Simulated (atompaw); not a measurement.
**Pseudopotential generation for mercury (Hg): PAW (atompaw), PBEsol, scalar-relativistic.**

Input for atompaw 4.2.0.5:

```
Hg 80
GGA-PBESOL scalarrelativistic loggrid 2001 logderivrange -11 5 401
6 6 5 4 0 0
6 1 0
0 0 0
c
c
c
c
v
v
c
c
c
v
v
c
c
v
c
3
2.15 1.60 2.05 1.20
n
n
y
4.2
n
y
0.4
n
custom rrkj gramschmidtortho sinc
4 -0.5 vpsmatchnc
1.40
1.70
1.55
1.80
2.15
2.15
2.15
PWSCFOUT
UPFDX 0.0125d0 UPFXMIN -7.d0 UPFZMESH 80.d0
END
```

Command:

```bash
atompaw < Hg.input > Hg.log
```

Resulting log (summary file):

```
[... start of the log left out ...]
 PAW parameters:
       lmax =            3
         rc =    2.1537896756606765
        irc =         1475
   rc_shape =    1.6027359127762846
    rc_vloc =    2.0526298166940058
    rc_core =    1.2008903528185870
   Vloc: VPS match (norm-conservation) with l= 4;e=  -5.0000E-01
   Projector type: RRKJ pseudization + Gram-Schmidt ortho.
   Sinc^2 compensation charge shape zeroed at   1.6027E+00

 Number of basis functions     7
 No.   n  nodes  l      Energy         Cp coeff         Occ
  1    5    4    0   -0.8691045E+01  0.1000000E+01  0.2000000E+01
  2    6    5    0   -0.5046889E+00 -0.5536888E-01  0.2000000E+01
  3    5    3    1   -0.4890098E+01  0.1000000E+01  0.6000000E+01
  4    6    4    1   -0.7281290E-01 -0.3887238E+00  0.0000000E+00
  5    5    2    2   -0.7261409E+00  0.1000000E+01  0.1000000E+02
  6  999    3    2    0.4200000E+01 -0.5105043E+02  0.0000000E+00
  7  999    1    3    0.4000000E+00  0.1000000E+01  0.0000000E+00

 Eigenvalues of overlap operator (in the basis of projectors):
    1       -4.35996752E-01
    2        1.41625270E-02
    3        1.67760066E-01
    4        4.53242877E-01
    5        9.69349181E+00
    6        3.27020863E+02
    7        1.68704285E+05

The overlap operator has at least one negative eigenvalue!
It might be not positive definite...
Program is stopping.
This probably means that your projectors are too similar
or that your PAW basis is incomplete.
Advice: try to change your input parameters (f.i. : reference energies).
```

The run stopped because the overlap operator built from these waves and projectors is not positive definite.

The run took about 20 s on one core of a shared server CPU.
